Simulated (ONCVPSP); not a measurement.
## Logarithmic derivatives: tin (Sn), ONCV

* Element: tin
* Generator: ONCVPSP 4.0.1
* Type: optimised norm-conserving Vanderbilt (ONCV)
* Functional: PBE
* Relativity: scalar-relativistic
* Frozen core: [Kr]
* Valence charge: 14
* Reference configuration: 4d10 5s2 5p2
* Partial waves: 5s: rc 1.90 bohr, ncon 3, nbas 6, qcut 3.4 1/bohr, 2 projectors, debl 3.7 Ha; 5p: rc 1.95 bohr, ncon 4, nbas 8, qcut 3.8 1/bohr, 2 projectors, debl 1.1 Ha; 4d: rc 1.60 bohr, ncon 4, nbas 8, qcut 8.1 1/bohr, 2 projectors, debl 0.7 Ha
* Local potential: polynomial inside 1.00 bohr (lpopt 5, dvloc0 0 Ha)
* Core correction: Teter function, fcfact 5.75, rcfact 1.2

In the d channel the program set the typed energies aside and used -0.950, 0.250 Ha.

The phase is arctan(r·R′/R) of the radial function R(r), unwrapped; energies in Ha, scanned from -2 to 5 Ha. A pole is an energy at which the radial function vanishes at the test radius. The pseudo phase is shifted by a multiple of π to meet the all-electron one at the reference energy, and phase errors are pseudo minus all-electron; the curves can meet again beyond the range given. Levels narrower than the energy grid can be missing from the lists of poles.

Question: For each channel, where are the poles, and over which energies does the pseudopotential scatter like the atom?

Answer:

```csv
channel,radius (bohr),reference energy (Ha),"poles, all-electron","poles, pseudo",unbroken range about the reference energy with phases within 0.05 rad,phase error 1 Ha above the reference energy (rad)
s,1.92,-0.39,2.23,2.22,below 4.7,-0.001
p,1.98,-0.14,2.89,"-1.15, 2.83",-1.0 to 3.9,+0.000
d,1.63,-0.95,-0.34,-0.34,the whole range,+0.000
```

Note: ghosts flagged at negative energy: s at -188.1 eV, p at -31.3 eV; GHOST(+) flagged for s at 159.5 eV. A true bound ghost makes a file unfit for plane-wave use.

Phases in the p channel:

```json
{"E (Ha)": "-1.98", "all-electron": "1.219", "pseudo": "4.331"}
{"E (Ha)": "-1.62", "all-electron": "1.152", "pseudo": "4.262"}
{"E (Ha)": "-1.26", "all-electron": "1.055", "pseudo": "4.114"}
{"E (Ha)": "-0.90", "all-electron": "0.895", "pseudo": "0.910"}
{"E (Ha)": "-0.54", "all-electron": "0.599", "pseudo": "0.601"}
{"E (Ha)": "-0.18", "all-electron": "0.044", "pseudo": "0.044"}
{"E (Ha)": "0.18", "all-electron": "-0.610", "pseudo": "-0.610"}
{"E (Ha)": "0.54", "all-electron": "-1.011", "pseudo": "-1.011"}
{"E (Ha)": "0.90", "all-electron": "-1.219", "pseudo": "-1.219"}
{"E (Ha)": "1.26", "all-electron": "-1.339", "pseudo": "-1.339"}
{"E (Ha)": "1.62", "all-electron": "-1.417", "pseudo": "-1.418"}
{"E (Ha)": "1.98", "all-electron": "-1.474", "pseudo": "-1.474"}
{"E (Ha)": "2.34", "all-electron": "-1.517", "pseudo": "-1.519"}
{"E (Ha)": "2.70", "all-electron": "-1.553", "pseudo": "-1.558"}
{"E (Ha)": "3.06", "all-electron": "-1.586", "pseudo": "-1.595"}
{"E (Ha)": "3.42", "all-electron": "-1.617", "pseudo": "-1.635"}
{"E (Ha)": "3.78", "all-electron": "-1.649", "pseudo": "-1.688"}
{"E (Ha)": "4.14", "all-electron": "-1.683", "pseudo": "-1.776"}
{"E (Ha)": "4.50", "all-electron": "-1.725", "pseudo": "-2.014"}
{"E (Ha)": "4.86", "all-electron": "-1.780", "pseudo": "-3.426"}
```
